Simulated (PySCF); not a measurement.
## Worked example: chemical shift, span and skew from a shielding tensor

C5H9F, SMILES C[C@H](F)C1CC1. Atoms are numbered in the order given.

```xyz
15

C      1.8791     0.5733     0.4231
C      0.6190    -0.2716     0.3975
F      0.9678    -1.5685     0.0153
C     -0.4359     0.2491    -0.5405
C     -1.8638    -0.1953    -0.3798
C     -1.4734     1.2162    -0.0278
H      2.6273     0.1312     1.0979
H      2.3157     0.6349    -0.5861
H      1.6518     1.5938     0.7671
H      0.1912    -0.3451     1.4152
H     -0.0763     0.4032    -1.5642
H     -2.0889    -0.8870     0.4373
H     -2.4544    -0.3634    -1.2839
H     -1.4375     1.4902     1.0312
H     -1.7900     2.0286    -0.6869
```

Geometry optimised at B3LYP-D3(BJ)/def2-SVP. The structure was generated by enumeration; whether it is a known compound was not checked. One conformer was computed; it need not be the lowest.

GIAO shieldings from PySCF with PBE/pcSseg-1, non-relativistic, no solvent. The symmetric part of the tensor of C4 has the principal values 126.8, 142.6, 208.6 ppm. The same nucleus in TMS has σ = 182.0 ppm at this level (PySCF, at its B3LYP-D3(BJ)/def2-TZVP geometry).

### Question
Work out the isotropic shielding, the ¹³C shift against TMS, the span and the skew.

### Answer

σ(iso) = (σ11 + σ22 + σ33)/3 = 159.3 ppm. δ = σ(ref) − σ(iso) = 182.0 − (159.3) = 22.7 ppm.
Span Ω = σ33 − σ11 = 81.8 ppm. Skew κ = 3(σ(iso) − σ22)/Ω = 0.61. Tumbling in solution averages the tensor to δ; in a static solid the shielding alone would spread this spin-1/2 line over Ω.
